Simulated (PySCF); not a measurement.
Zn(SeH)2 (H2Se2Zn), SMILES [Zn]([SeH])[SeH].

Geometry: B3LYP-D3(BJ)/def2-SVP. The structure was generated by enumeration; whether it is a known compound was not checked. One conformer was computed; it need not be the lowest.

Two levels are set side by side: PBE/def2-TZVPD (PySCF) and HF/def2-TZVPD (PySCF). Same geometry, gas phase. Differences are taken from unrounded values.

```
quantity                        HF
---------------------------  -----
orbital gap (eV)             10.73
highest occupied level (eV)  -9.64
lowest empty level (eV)       1.09
dipole moment (D)             0.66
mean polarisability (bohr³)   82.7
```

Question: What does PBE give, and how far is it from HF? (An estimate is asked for; the answer gives what the named calculation found.)

Answer: 
```json
[
 {"quantity": "orbital gap (eV)", "PBE": "3.97", "PBE minus HF": "-6.76"},
 {"quantity": "highest occupied level (eV)", "PBE": "-6.08", "PBE minus HF": "3.56"},
 {"quantity": "lowest empty level (eV)", "PBE": "-2.11", "PBE minus HF": "-3.20"},
 {"quantity": "dipole moment (D)", "PBE": "0.56", "PBE minus HF": "-0.11"},
 {"quantity": "mean polarisability (bohr³)", "PBE": "94.1", "PBE minus HF": "11.4"}
]
```

Without exact exchange PBE keeps part of each electron's self-repulsion, which lifts occupied levels and narrows the gap. Loosely held outer electrons make PBE densities more polarisable. Differences between two approximate levels are no errors against the true value.

Rough cost on one machine, each run with all the roots and properties that it gave: HF against PBE within a factor of 2.
